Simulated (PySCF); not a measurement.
**Spinor energies of Mg²⁺ (magnesium, charge +2)**

Start: [Ne]. Calculated with PySCF 2.14 in an uncontracted even-tempered set (20 s from 0.015 bohr⁻², ratio 2.6; 14 p from 0.019 bohr⁻², ratio 2.6; 8 d from 0.02 bohr⁻², ratio 2.8; 3 f from 4.2 bohr⁻², ratio 2.8): generalised Hartree-Fock with the X2C-1e Hamiltonian and a Gaussian nucleus; spin-orbit coupling (SO) screened by Boettger's factors.

| spinor shell | electrons | ε, screened SO (eV) | weight of nominal j (screened SO) | rms radius, screened SO (bohr) |
| --- | --- | --- | --- | --- |
| 1s1/2 | 2 | -1356.6 | 1.000 | 0.151 |
| 2s1/2 | 2 | -122.34 | 1.000 | 0.754 |
| 2p1/2 | 2 | -82.002 | 1.000 | 0.765 |

(1) Where does 2p3/2 lie, and what is the 2p spin-orbit splitting (screened SO)?

```tsv
quantity	screened SO
E (hartree)	-199.13601
M_J	0
⟨J²⟩	0.000
⟨L²⟩	0.000
⟨S²⟩	0.000
```

## Answers

(1) At -81.679 eV, 0.323 eV above 2p1/2.
